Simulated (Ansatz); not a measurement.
Total energies of W3S8 from Ansatz at PBE0-D4/def2-SVP, gas phase (1 Eh = 27.2114 eV = 2625.5 kJ/mol). The reference geometry is relaxed at PBE0-D4/def2-SVP.

```tsv
atom	x (Å)	y (Å)	z (Å)
W1	-1.150	0.284	-1.822
W2	1.466	-1.180	1.086
W3	-0.317	1.205	0.891
S4	2.964	-1.732	-0.317
S5	0.152	-0.169	-3.439
S6	-1.781	1.534	2.372
S7	-0.698	-1.015	0.117
S8	-0.710	2.424	-1.028
S9	-3.188	0.120	-2.399
S10	1.457	-2.484	2.762
S11	1.806	1.013	1.777
```

```tsv
state	geometry	energy (Eh)
charge 0 singlet	reference	-3385.22142
charge 1 doublet	reference	-3384.89327
charge -1 doublet	reference	-3385.37474
charge 0 triplet	relaxed at PBE0-D4/def2-SVP	-3385.20400
charge 0 quintet	relaxed at PBE0-D4/def2-SVP	-3385.15635
```

In the def2 sets W takes a core potential; there is no spin–orbit coupling.

Work out the vertical ionisation energy to the doublet.

E(charge 1 doublet) − E(charge 0 singlet) = -3384.89327 − (-3385.22142) = 0.32815 Eh = 8.93 eV. For comparison, −ε of the highest occupied level is 7.57 eV at this level, 1.36 eV less.

Work out the vertical electron affinity, to the doublet.

E(charge 0 singlet) − E(charge -1 doublet) = -3385.22142 − (-3385.37474) = 0.15332 Eh = 4.17 eV. The basis lacks diffuse functions, which makes affinities too small.

Give the fundamental gap IE − EA, the Mulliken electronegativity (IE + EA)/2 and the hardness (IE − EA)/2.

From the values in Eh: IE − EA = 0.32815 − 0.15332 = 0.17483 Eh = 4.76 eV; (IE + EA)/2 = 6.55 eV; (IE − EA)/2 = 2.38 eV. The HOMO–LUMO gap of the same run is 2.25 eV, 2.51 eV smaller than the fundamental gap.

Which of the charge 0 states is lowest, and how far above it are the others?

The singlet. triplet: -3385.20400 − (-3385.22142) = 0.01742 Eh = 45.7 kJ/mol; quintet: -3385.15635 − (-3385.22142) = 0.06507 Eh = 170.8 kJ/mol.

The restricted singlet is unstable towards broken spin symmetry in Hartree–Fock (as tested in another run); at PBE0-D4/def2-SVP this wasn't settled.  

The structure comes from a short search, and lower isomers may exist.
